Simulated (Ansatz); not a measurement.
Consider the redistribution: `O[SiH](O)/C=C/[SiH3]` + `C[SiH](F)N[SiH3]` → `C[SiH](F)N[SiH](O)O` + `[SiH3]/C=C/[SiH3]`.

Gas-phase electronic energies from Ansatz, PBE0-D4/def2-TZVP geometries. CCSD(T)/CBS adds triple-zeta CCSD(T) − MP2 to the extrapolated MP2 energy (def2 sets, frozen cores). This one scheme is used for every species. Double bonds are as drawn, so ΔE can hold a change between cis and trans. Each species was taken in one conformer, which may not be the lowest.

```csv
species,CCSD(T)/CBS(def2) energy (Eh)
`O[SiH](O)/C=C/[SiH3]`,-809.50962
`C[SiH](F)N[SiH3]`,-775.65716
`C[SiH](F)N[SiH](O)O`,-926.13584
`[SiH3]/C=C/[SiH3]`,-659.04033
```

Task: Work out ΔE.

Result: ΔE = (-926.13584) + (-659.04033) − (-809.50962) − (-775.65716) = -0.00939 Eh = -5.9 kcal/mol.

Largest T1 diagnostic among the species: 0.012.
